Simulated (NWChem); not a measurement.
# AlH$_{3}$O$_{2}$; SMILES [OH][AlH][OH]

```xyz
6

Al    -0.4579    -0.0102     0.0000
H     -2.0315    -0.0471     0.0000
O      0.3652    -1.4932     0.0000
H      1.3178    -1.5979     0.0000
O      0.4548     1.4257     0.0000
H      0.1067     2.3180     0.0000
```
Atoms are numbered in this order, from 1.

All runs: NWChem. The geometry was optimised at PBE0/def2-SVP.

Q: Order these by “orbital gap (eV)”, lowest first: B3LYP/3-21G; B3LYP/aug-pcseg-1; B3LYP/def2-TZVPP; B3LYP/def2-QZVP.

A: B3LYP/3-21G (7.67), B3LYP/aug-pcseg-1 (7.98), B3LYP/def2-QZVP (8.16), B3LYP/def2-TZVPP (8.36)
